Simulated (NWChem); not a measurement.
Species: SiH₃O₂F; SMILES F[SiH](O)O

```xyz
7

Si     0.0303    -0.0298     0.3556
O      0.4905    -1.4981    -0.2020
O     -1.4947     0.2814    -0.1839
F      0.9846     1.1501    -0.2162
H      0.1830    -0.0399     1.8209
H      0.2495    -1.7201    -1.1067
H     -1.7749     1.1996    -0.2351
```
Atoms are numbered in this order, from 1.

Computed with NWChem. Geometry: optimised at PBE0/def2-SVP. Level: PBE0/def2-SVP with SMD (1 M gas to 1 M solution), gas-phase geometry. Reactions with the solvent are ignored.

Question: Predict the results for solvent water. Quantities: solvation free energy (kcal/mol); cavity-dispersion-structure term (kcal/mol); dipole in solution (D).

Answer: 
| Property | Result |
|---|---|
| solvation free energy (kcal/mol) | -7.8 |
| cavity-dispersion-structure term (kcal/mol) | 2.6 |
| dipole in solution (D) | 1.95 |
